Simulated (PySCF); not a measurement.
## A thermochemical cycle for ZnBr

r²SCAN in PySCF with def2-TZVPPD on every atom, for the lowest determinant that a PBE0 search found; no spin–orbit coupling. ZnBr, a doublet (σ ↑), has De = 2.15 eV to neutral atoms, and ZnBr⁺, a singlet (closed shell), has De = 2.55 eV to Zn⁺ + Br.

The adiabatic ionisation energy of ZnBr, between the minima, is 8.81 eV.

Q: Which ionisation energy of the Zn atom does this level give?

A: IE(Zn) = IE(molecule) + De(ion) − De(neutral) = 8.81 + 2.55 − 2.15 = 9.21 eV; the measured value is 9.394 eV (NIST ASD).

For an ion De counts to the pair picked by the measured ionisation energies or electron affinities, which need not be the lowest pair at this level. States were picked by a PBE0 search and need not be the measured ground states.
